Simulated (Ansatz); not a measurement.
## Energy profile

The step: Si₂H₄F₂ ([F][SiH]([F])[SiH3]) + H₂O + HF → SiH₂OF₂ ([OH][SiH]([F])[F]) + SiH₄ + HF; bonds formed: Si1–O7, Si2–H8, H6–F9; bonds broken: Si1–Si2, H6–O7, H8–F9 (atoms numbered as in the saddle structure below).

```xyz
13
angstrom
Si -1.1660 0.2038 -0.2092
Si 1.1242 -0.9203 -0.7990
F -1.4856 -1.0077 -1.2509
F -1.3681 1.4047 -1.2456
H -2.1825 -0.1048 0.8016
H 0.1109 0.8059 1.6624
O -0.4390 1.4582 0.9906
H 0.3933 -0.5765 0.7475
F 0.5777 -0.3352 2.0070
H 0.9402 -2.3651 -1.0374
H 0.9256 -0.1118 -2.0289
H 2.4688 -0.6113 -0.2499
H 0.1003 2.1600 0.6120
```

Electronic energies by CCSD(T) at an estimated basis limit (MP2 extrapolated from triple and quadruple zeta, plus CCSD(T) − MP2 in triple zeta), on PBE0-D4/def2-TZVP structures; Si₂H₇OF₃, singlet; no counterpoise correction. Program: Ansatz 0.2.0. Basis: def2-TZVPP and def2-QZVPP. Cores are frozen in the correlated methods. Extrapolation: Hartree–Fock as exp(−7.88 √X), correlation as X^−2.97.

Question: Give the profile in kJ/mol, counted from the separated reactants. (To be estimated.)

Answer: Computed:
| point | kJ/mol |
| --- | --- |
| separated: Si₂H₄F₂ (linked as [F][SiH]([F])[SiH3]; Si1, Si2, F3, F4, H5, H10, H11, H12; singlet) + H₂O (H6, O7, H13; singlet) + HF (H8, F9; singlet) | 0.0 |
| start structure | -42.3 |
| saddle | 127.2 |
| end structure | -170.3 |
| separated: SiH₂OF₂ (linked as [OH][SiH]([F])[F]; Si1, F3, F4, H5, O7, H13; singlet) + SiH₄ (Si2, H8, H10, H11, H12; singlet) + HF (H6, F9; singlet) | -138.4 |

No T1 diagnostic of these runs exceeds 0.014.

For scale, one of the runs: CCSD(T)/def2-TZVPP, 306 basis functions, launched by `ansatz run in.yaml --threads 4 --pin off --events-out ev --progress --plain --max-ram 46080MiB --backend cuda --devices 0, --max-vram 37GiB`. Hardware: 4 CPU threads of an AMD EPYC 7R13 and a share of one NVIDIA H100, shared host. Wall time 9.5 s; peak host memory 0.86 GiB.
